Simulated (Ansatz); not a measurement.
Consider the cleavage of the Zn–Si bond: `[CH3][Zn][SiH2]Cl` + H₂Te → `[CH3][Zn][TeH]` + `[SiH3]Cl`.

Calculated with Ansatz (gas phase, PBE0-D4/def2-TZVP geometries, no zero-point term in ΔE). CBS: MP2 limit from def2 TZ/QZ plus the TZ coupled-cluster correction, frozen cores. This one scheme is used for every species. Functionals use def2-TZVPP. def2 core potentials past Kr. For Te, Zn outer-core shells are correlated without core-valence functions, which leaves a few kJ/mol of doubt a bond. Scalar relativity is left out up to krypton. Each species was taken in one conformer, which may not be the lowest.

```
       level  ΔE (kcal/mol)
     PBE0-D4          -23.9
MP2/def2-SVP          -27.8
```

Problem. What does CCSD(T)/CBS give? (Best estimate.)

Solution. The calculation gave: -26.7 kcal/mol. The listed levels differ from it by 2.8, -1.1 kcal/mol.

Largest T1 diagnostic among the species: 0.013.

From r2SCAN to r2SCAN0 (25 % exact exchange), in def2-TZVPP and without D4, ΔE moves by −1.4 kcal/mol. In def2-TZVPP, CCSD(T) changes the Hartree–Fock value by +5.4 kcal/mol (the triples alone add +0.4 kcal/mol) and MP2 by +2.7 kcal/mol. Leaving LDA and LC-ωPBE aside and taking each functional with its dispersion term where it has one, the values, not all of them listed here, spread over 5.1 kcal/mol, from BHLYP-D4 to revPBE-D4.
